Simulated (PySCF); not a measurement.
SnCl3Br, SMILES [Cl][Sn]([Cl])([Cl])[Br].

The structure is a stationary point at PBE-D3(BJ)/def2-SVP. The structure was generated by enumeration; whether it is a known compound was not checked. The def2 effective core potentials stand for the cores of Sn; spin–orbit coupling is left out.

These are PBE/def2-TZVP run with PySCF values and carry that method's errors.

Isolated molecule, no solvent.

```
Property                                                                                                        Result
---------------------------------------------------------------------------------------------  -----------------------
total energy                                                                                       -4168.33498 hartree
point group                                                                                                        C3v
highest occupied level                                                                                        -7.97 eV
lowest empty level                                                                                            -4.61 eV
orbital gap                                                                                                    3.36 eV
dipole moment                                                                                                   0.58 D
quadrupole, principal values (traceless, Buckingham form, about the centre of nuclear charge)   -0.92, -0.92, 1.85 D·Å
mean static polarisability                                                                       99.6 bohr³ (14.75 Å³)
polarisability, principal values                                                               95.9, 95.9, 106.9 bohr³
```
